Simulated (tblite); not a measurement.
C5H11ClO2S.
Structure used (GFN2-xTB), in Å, numbered top down from 1:
```
atom  x, y, z in Å
C1    -1.7747    1.0551    0.5419
C2    -0.7431    0.4066   -0.3833
C3    -1.1794   -0.9998   -0.7843
C4     0.6388    0.4151    0.2629
C5     0.9080   -0.5801    1.3618
S6     1.8122    0.0253   -1.0748
O7     1.6042    0.8729   -2.2045
O8     1.9492   -1.3782   -1.2968
Cl9    3.5712    0.6329   -0.2321
H10   -1.9032    0.4695    1.4488
H11   -1.4705    2.0617    0.8180
H12   -2.7353    1.1142    0.0376
H13   -0.6605    1.0154   -1.2905
H14   -2.0889   -0.9479   -1.3777
H15   -0.4099   -1.4851   -1.3782
H16   -1.3845   -1.6079    0.0936
H17    0.9152    1.4289    0.5519
H18    0.8645   -1.5903    0.9635
H19    1.9013   -0.4183    1.7749
H20    0.1804   -0.4793    2.1643
```

Method: GFN2-xTB as coded in tblite; computed harmonic values from a numerical Hessian at the method's own geometry, unscaled. Errors from tens to a few hundred cm⁻¹ against measured bands are possible. One conformer, not necessarily the lowest.

Harmonic wavenumbers (cm⁻¹): 34.2, 83.7, 125.2, 171.1, 188.5, 209.0, 224.6, 245.2, 262.8, 281.3, 298.2, 325.6, 364.0, 394.9, 493.5, 515.8, 564.4, 699.0, 829.4, 949.3, 956.2, 985.9, 990.5, 1046.8, 1072.1, 1115.4, 1140.0, 1169.4, 1180.8, 1210.6, 1279.2, 1290.6, 1319.4, 1338.2, 1403.4, 1408.1, 1422.8, 1468.9, 1478.3, 1491.1, 1498.7, 1502.9, 1506.7, 2944.9, 2974.3, 3034.3, 3038.9, 3042.6, 3043.4, 3044.5, 3048.8, 3055.7, 3059.5, 3065.3.

A = 2018, B = 820.6, C = 762.6 MHz; mass 170.017 u (most abundant isotopes); point group C1, symmetry number 1.

**Question.** What is the zero-point energy?

**Answer.** ½Σν̃ = 34944 cm⁻¹ = 99.91 kcal/mol.

**Question.** What is S at 200 K and 1 bar for an ideal gas of classical rigid rotors and harmonic oscillators?

**Answer.** Translation 39.34, rotation 28.73, vibration 22.30: S = 90.4 cal/(mol K).

**Question.** And Cp and H(200 K) − H(0)?

**Answer.** Cp = 33.08 cal/(mol K), of which vibrations give 25.13 (their classical limit is 54 R = 107.3); H(200 K) − H(0) = 4.10 kcal/mol without the zero-point energy, 2.52 from vibrations.

**Question.** How do the functions run with temperature in this model?

**Answer.** 
| T (K) | S (cal/(mol K)) | Cp (cal/(mol K)) | H − H(0) (kcal/mol) | G − H(0) (kcal/mol) | ln q(vib) |
| --- | --- | --- | --- | --- | --- |
| 100 | 71.8 | 21.1 | 1.35 | -5.83 | 1.84 |
| 300 | 105.6 | 42.7 | 7.90 | -23.79 | 8.03 |
| 500 | 131.8 | 60.6 | 18.29 | -47.60 | 13.98 |
| 800 | 164.5 | 78.7 | 39.41 | -92.21 | 22.20 |
| 1000 | 183.0 | 86.6 | 55.98 | -127.01 | 27.22 |

q(vib) and H(0) count from the zero-point level.

**Question.** Blend soft modes into free rotors: weight 1/[1 + (100 cm⁻¹/ν̃)⁴] for the oscillator and the rest for a rotor with moment μB/(μ + B), μ = h/(8π²ν), B = 10⁻⁴⁴ kg m². What vibrational entropy results?

**Answer.** 20.93 cal/(mol K) in place of 22.30, which changes −T·S at 200 K by +0.28 kcal/mol.

**Question.** Which modes carry the vibrational entropy at 200 K?

**Answer.** 34.2 cm⁻¹: 4.78; 83.7 cm⁻¹: 3.03; 125.2 cm⁻¹: 2.26; 171.1 cm⁻¹: 1.70; 188.5 cm⁻¹: 1.53; 209.0 cm⁻¹: 1.35 cal/(mol K); the other 48 give 7.66 together.

Hindered rotation and anharmonicity are outside this model. Other conformers, if any are populated, would add a mixing term that is left out. The structure is chiral; the term R ln 2 for an equal mix with its mirror image is left out.
